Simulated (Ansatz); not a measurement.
Compare A (`F[CH2][GeH]1[O][SiH2]1`) with its isomer B (`F[SiH]1[CH2][GeH2][O]1`).

Gas-phase electronic energies from Ansatz, PBE0-D4/def2-TZVP geometries. CCSD(T)/CBS is the MP2 limit (def2-TZVPP, def2-QZVPP) plus CCSD(T) − MP2 in def2-TZVPP, frozen cores. DFT in def2-TZVPP. B3LYP here is the variant with VWN-RPA as its local correlation; programs differ in this. For Ge outer-core shells are correlated without core-valence functions, which leaves a few kJ/mol of doubt a bond. Scalar relativity is left out up to krypton. Each species was taken in one conformer, which may not be the lowest.

(1) Which isomer does CCSD(T)/CBS put lower? Give the gap. (Estimate.)

(2) Give E(B) − E(A) in kJ/mol with HF/def2-TZVPP, MP2/def2-TZVPP, B2PLYP, B3LYP, r2SCAN-D4, B3LYP-D4, CCSD(T)/def2-TZVPP. (Estimate.)

Largest T1 diagnostic: 0.014.

## Answers

(1) Computed: B, by 368.9 kJ/mol.

(2) Computed: HF/def2-TZVPP -387.4, MP2/def2-TZVPP -382.5, B2PLYP -359.0, B3LYP -342.9, r2SCAN-D4 -353.3, B3LYP-D4 -347.1, CCSD(T)/def2-TZVPP -368.1. None reverses the order clearly.

The D4 term adds −4.2 kJ/mol with B3LYP and −2.0 kJ/mol with PBE0; it sums over pairs of atoms, weighted by their polarisabilities, and B3LYP, whose exchange is more repulsive, gets the larger term. In def2-TZVPP, CCSD(T) changes the Hartree–Fock value by +19.4 kJ/mol (the triples alone add +5.3 kJ/mol) and MP2 by +5.0 kJ/mol.
